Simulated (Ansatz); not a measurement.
Species: H$_{14}$Ge$_{3}$S$_{2}$Si$_{3}$, SMILES `S[SiH2][GeH2][SiH2][GeH2][SiH2][GeH2][SH]` (charge 0, multiplicity 1).

Give a relaxed geometry from r2SCAN-D4/def2-SVP (Ansatz, a program for electronic structure).

This is not unique; one that fits is the end point of this relaxation, one of several conformers (outside a Z-matrix the atoms follow the SMILES, hydrogens last).
Z-matrix (Å, degrees):
```
Ge
H 1 1.5380
H 1 1.5411 2 107.84
Si 1 2.3835 2 111.07 3 119.07
H 4 1.4957 1 109.54 2 72.89
H 4 1.4985 5 107.85 1 -117.62
Ge 4 2.3831 5 109.08 6 -120.32
H 7 1.5396 4 111.16 5 168.28
H 7 1.5412 8 107.92 4 121.43
Si 7 2.3831 8 111.53 9 120.84
H 10 1.4918 7 110.63 8 43.80
H 10 1.4953 11 108.83 2 -169.16
S 10 2.1656 11 103.85 12 119.20
H 13 1.3531 10 94.99 11 174.90
Si 1 2.3837 2 111.16 3 -119.82
H 15 1.4951 1 109.77 2 -55.67
H 15 1.4975 16 108.68 1 -122.20
Ge 15 2.3827 16 108.33 17 -117.57
H 18 1.5361 15 111.99 16 -50.56
H 18 1.5420 19 108.68 15 124.52
S 18 2.2454 19 103.61 20 117.34
H 21 1.3522 18 94.29 19 174.75
```
